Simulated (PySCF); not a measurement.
## Working out the ionisation energy of V

V [Ar] 3d3 4s2 (4F) → V⁺ [Ar] 3d4 (5D). All numbers are calculated (PySCF 2.14, the non-relativistic Hamiltonian (point nucleus), in def2-TZVPPD (6s6p4d2f1g, 67 functions)). Frozen: [Ne]. Energies in hartree (1 hartree = 27.21139 eV):

| part | V (lower) | V⁺ (upper) |
| --- | --- | --- |
| UHF | -942.874603 | -942.657382 |
| CCSD correlation | -0.365102 | -0.345879 |
| (T) | -0.011008 | -0.007719 |

Question: What does Hartree-Fock give?

Answer: (-942.657382) − (-942.874603) = 0.217221 hartree = 5.911 eV.

Question: What do CCSD and CCSD(T) give?

Answer: The CCSD correlation energies differ by 0.019223 hartree = 0.523 eV and the triples by 0.003289 hartree = 0.089 eV, so CCSD gives 6.434 eV and CCSD(T) 6.523 eV.

Measured between the centres of the two terms (NIST): 6.732 eV, so CCSD(T) (valence and next inner shell) is off by -0.209 eV.

The calculation is non-relativistic.

What remains against the reference includes basis incompleteness, the frozen core and higher excitations.
